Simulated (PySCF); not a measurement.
# DyCl3(NH3) at several levels of theory

Computed with PySCF 2.14.0 (density fitting, no spin-orbit coupling) at the geometry relaxed with PBE0:

```xyz
8
DyCl3(NH3) (singlet in the valence; each metal's 4f electrons, 9 of them, lie in its core potential, out of spins and levels)
Dy    0.0268   -0.0268    0.0268
Cl    1.1681    1.8718    1.1681
Cl   -1.8718   -1.1681    1.1681
Cl    1.1681   -1.1681   -1.8718
N    -1.3902    1.3902   -1.3902
H    -1.9997    1.9997   -0.8401
H    -0.8401    1.9997   -1.9997
H    -1.9997    0.8401   -1.9997
```

```csv
level,basis,state,HOMO (eV),gap (eV),charge on Dy1 (e),population of f-type functions on Dy1 (polarisation alone where 4f lies in the core),dipole about the centre of mass (D),largest force component (eV/Å)
PBE0,"Dy lcecp-1-SVP with ECP55, Cl def2-SVP, N def2-SVP, H def2-SVP",singlet,-8.41,7.34,0.81,0.05,5.44,0.00
PBE0,"Dy lcecp-1-TZVP with ECP55, Cl def2-TZVP, N def2-TZVP, H def2-TZVP",singlet,-8.55,7.33,1.34,0.06,5.35,0.21
```

In the lcecp rows the 4f levels are missing from HOMO and gap, and the state counts the valence alone.

Charges are Mulliken's, which hang on the basis. The relaxation used the grid (50, 194), these runs (75, 302) or, all-electron (x2c bases, spin-free X2C Hamiltonian), (99, 590).

Problem. A further run in the first row's basis gives HOMO (eV) -6.99, gap (eV) 5.24, charge on Dy1 (e) 0.61, population of f-type functions on Dy1 (polarisation alone where 4f lies in the core) 0.04, dipole about the centre of mass (D) 5.38, largest force component (eV/Å) 0.22. Which level was it?
A. PBE
B. HF

Solution. A. The others give HOMO -11.65 eV (HF).

In the first row's basis the gap widens with exact exchange: 5.2 eV for PBE (none); 7.3 eV for PBE0 (a fixed share); 12.8 eV for Hartree–Fock (rising or full at long range).

An lcecp potential fixes the number of 4f electrons, so in runs with it no electron can move into or out of that shell.
